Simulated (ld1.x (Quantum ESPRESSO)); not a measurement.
Varying the RRKJ potential for phosphorus (P)

Base potential:

```json
{"Element": "phosphorus (P)", "Generator": "ld1.x (Quantum ESPRESSO) 7.5", "Type": "norm-conserving RRKJ (Kleinman–Bylander form)", "Functional": "BLYP", "Relativity": "non-relativistic", "Frozen core": "[Ne]", "Valence charge": "5", "Reference configuration": "3s2 3p2.5 (charge +0.5)", "Partial waves": "3s (bound): rc 1.30 bohr; 3p (bound): rc 1.75 bohr; 3d channel at 0.45 Ry: rc 1.75 bohr", "Local potential": "the d channel", "Core correction": "Bessel-smoothed model core inside 1.15 bohr", "rho0": "0.005"}
```

Cutoffs, loose and tight: the cutoffs (Ry, on a coarse ladder) from which the occupation-weighted sum of valence levels, in a spherical-Bessel basis at the reference potential, stays within 10 and 1 mRy of its value at 400 Ry. They do not see the model core or the augmentation charge, which bear on the density cutoff. Test errors are all-electron minus pseudo excitation energies from the reference, over the configurations 3s2 3p3; 3s2 3p2; 3s2 3p1; 3s0 3p5; 3s2 3p3.3; 3s1 3p4; 3s1 3p0. A dash means not determined; rows that change the core or the reference have their own tests.

| change | outcome | cutoff, loose | cutoff, tight | bound ghosts | largest test error (meV) |
| --- | --- | --- | --- | --- | --- |
| base | generated | 25 Ry | 80 Ry | none | +249 |
| local potential all-electron potential smoothed inside 1.05 bohr (lloc = -1) | generated | 25 Ry | 80 Ry | none | +337 |
| wave 3p (bound): rc 1.75 bohr becomes 3p (bound): rc 1.10 bohr | generated | 100 Ry | 120 Ry | none | +139 |
| core correction Bessel-smoothed model core inside 1.50 bohr | generated | 25 Ry | 80 Ry | none | +412 |
| wave 3d channel at 0.45 Ry: rc 1.75 bohr becomes 3d channel at -0.02 Ry: rc 1.75 bohr | generated | 25 Ry | 80 Ry | none | +250 |
| type PAW; waves now 3s (bound): rcut 1.15, rcutus 1.30 bohr; 3s channel at 1.9 Ry: rcut 1.15, rcutus 1.30 bohr; 3p (bound): rcut 1.50, rcutus 1.75 bohr; 3p channel at 0.4 Ry: rcut 1.50, rcutus 1.75 bohr; 3d channel at 0.45 Ry: rcut 1.50, rcutus 1.75 bohr; 3d channel at 1.75 Ry: rcut 1.50, rcutus 1.75 bohr; local potential all-electron potential smoothed inside 1.75 bohr (lloc = -1); augmentation BESSEL, radius 0.90 bohr; rho0 0 | failed: new_paw_hamiltonian: negative rho | – | – | – | – |
| functional PBEsol | generated | 25 Ry | 80 Ry | none | +257 |
| wave 3s (bound): rc 1.30 bohr becomes 3s (bound): rc 1.50 bohr | generated | 30 Ry | 60 Ry | none | +236 |
| scalar-relativistic | generated | 25 Ry | 70 Ry | none | +243 |
| reference 3s2 3p3 | generated | 25 Ry | 80 Ry | none | +274 |

**Question.** What comes out with this change to the base: wave 3d channel at 0.45 Ry: rc 1.75 bohr becomes 3d channel at 0.45 Ry: rc 2.28 bohr?

**Answer.** outcome: generated; cutoff, loose: 30 Ry; cutoff, tight: 80 Ry; bound ghosts: none; largest test error (meV): +228.
